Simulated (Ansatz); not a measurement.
Reaction (hydrogenolysis of the In–C bond): `[CH3][In]([OH])[Cl]` + H₂ → `[OH][InH][Cl]` + CH₄

Calculated with Ansatz (gas phase, PBE0-D4/def2-TZVP geometries, no zero-point term in ΔE). CCSD(T)/CBS adds triple-zeta CCSD(T) − MP2 to the extrapolated MP2 energy (def2 sets, frozen cores). This one scheme is used for every species. DFT in def2-TZVPP. Elements past krypton have def2 core potentials. For In outer-core shells are correlated without core-valence functions, which leaves a few kJ/mol of doubt a bond. One conformer a species, not always the lowest.

CCSD(T)/CBS gives -38.7 kJ/mol.

Another level gave -46.5 kJ/mol. Which?
A. B97M-V/def2-TZVPP
B. CCSD/def2-TZVPP
C. revPBE-D4/def2-TZVPP
D. CAM-B3LYP-D4/def2-TZVPP

B. CCSD/def2-TZVPP -46.5, B97M-V -60.8, CAM-B3LYP-D4 -52.0, revPBE-D4 -40.8 kJ/mol.

Largest T1 diagnostic among the species: 0.015.

From BLYP to BHLYP (50 % exact exchange), in def2-TZVPP and without D4, ΔE moves by −8.7 kJ/mol. Leaving LDA and LC-ωPBE aside and taking each functional with its dispersion term where it has one, the values spread over 20.0 kJ/mol, from B97M-V to revPBE-D4. At CCSD(T), def2-SVP lies −15.0 kJ/mol from the extrapolated value and def2-TZVPP −2.8 kJ/mol.
